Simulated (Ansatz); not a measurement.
**Ligand exchange: CH2BrCl + GeH2(CH3)I → CH2ClI + GeH2(CH3)Br**

Species: CH2BrCl (bromochloromethane) `ClCBr`, singlet; GeH2(CH3)I, singlet; CH2ClI (chloroiodomethane) `ClCI`, singlet; GeH2(CH3)Br, singlet. The partners trade Br for I: C–Br and Ge–I bonds give way to C–I and Ge–Br.

Shapes, held fixed at every level: PBE0-D4/def2-TZVP. Programs: Ansatz 0.2.0. The zero-point and thermal change to 298 K, harmonic and unscaled (PBE0-D4/def2-TZVP), is -0.7 kJ/mol.

Task: Estimate ΔH(298 K) of this reaction.

Result: The highest level, CCSD(T)/def2-TZVPP, gives ΔH(298 K) = -8.5 kJ/mol; the levels span -8.5 to -4.0. The column of differences is taken from that level and isn't an error. No measured value is set beside it here. For atoms past krypton def2 sets carry core potentials with scalar relativity. Relativity is left out for Br, Ge. Outer-core shells of Br, Ge, I are correlated in most correlated rows, in sets that cover them unevenly.

```csv
level,kind,ΔH(298 K) (kJ/mol),less CCSD(T)/def2-TZVPP
r2SCAN-D4/def2-TZVPP,meta-GGA,-6.5,+2.0
B3LYP-D4/def2-TZVPP,global hybrid,-7.3,+1.2
PBE0-D4/def2-TZVPP,global hybrid,-4.7,+3.8
r2SCAN0-D4/def2-TZVPP,global hybrid,-5.2,+3.3
wB97M-V/def2-TZVPP,range-separated hybrid,-6.5,+2.0
MP2/def2-SVP,perturbation theory,-4.0,+4.5
CCSD/def2-TZVPP,coupled cluster or CI,-8.1,+0.4
CCSD(T)/def2-TZVPP,coupled cluster or CI,-8.5,0.0
```
